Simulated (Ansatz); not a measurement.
Two structures of BNH5Br, closed shell, reached by relaxing down either side of one saddle point (PBE0-D4/def2-TZVP). Energies are electronic, without zero-point energy. Program: Ansatz 0.2.0. Basis: def2-TZVPP and def2-QZVPP. Cores are frozen in the correlated methods. Filled d shells of the heavier atoms are correlated. The def2 sets are not built for correlating such inner shells, so the correlated values are less sure here. Extrapolation: Hartree–Fock as exp(−7.88 √X), correlation as X^−2.97. First:

| atom | x (Å) | y (Å) | z (Å) |
| --- | --- | --- | --- |
| B1 | -1.0142 | -0.5838 | 0.2862 |
| N2 | -0.4662 | 0.6506 | -0.0554 |
| H3 | -1.3968 | -1.3042 | -0.5871 |
| H4 | -1.0624 | -0.8917 | 1.4397 |
| H5 | 1.5875 | -0.0273 | -0.2564 |
| Br6 | 2.9999 | -0.1832 | -0.4578 |
| H7 | -0.1897 | 1.3356 | 0.6295 |
| H8 | -0.4583 | 1.0042 | -0.9987 |

Second:

```xyz
8
angstrom
B -0.1183 -0.7851 0.1207
N -0.1160 0.8059 -0.1614
H -0.4833 -1.3228 -0.8896
H -0.7969 -0.9705 1.0946
H 0.4937 1.0204 -0.9464
Br 1.8287 -1.1982 0.5017
H 0.2435 1.3036 0.6491
H -1.0515 1.1468 -0.3687
```

Task: Which bonds change from the first to the second?

Result: BNH₄ ([BH2][NH2]) + HBr → BH₂Br ([BH2][Br]) + NH₃ (still joined by a long B–N bond); bonds formed: B1–Br6, N2–H5; bonds broken: H5–Br6; bonds weakened to dative contacts: B1–N2.

Task: Give the saddle point's structure and its height above each. (To be estimated.)

Result: Computed: 0.665 eV above the first and 1.358 eV above the second (CCSD(T) at an estimated basis limit (MP2 extrapolated from triple and quadruple zeta, plus CCSD(T) − MP2 in triple zeta)).
B1  (-0.541, -0.645, 0.220)
N2  (-0.275, 0.772, -0.112)
H3  (-0.883, -1.362, -0.662)
H4  (-0.548, -0.949, 1.368)
H5  (0.982, 0.378, -0.239)
Br6  (2.190, -0.789, -0.201)
H7  (-0.329, 1.463, 0.624)
H8  (-0.596, 1.133, -0.999)
(Å)

The T1 diagnostic stays at or below 0.010.

Labels in which every atom is bracketed show which atoms are joined, not bond orders.

For scale, one of the runs: CCSD(T)/def2-TZVPP, 180 basis functions, launched by `ansatz run in.yaml --threads 4 --pin off --events-out ev --progress --plain --max-ram 9574MiB`. The run took 11 s on 4 CPU threads of an Intel Xeon 6975P-C (shared host), with 1.9 GiB of host memory at its peak.
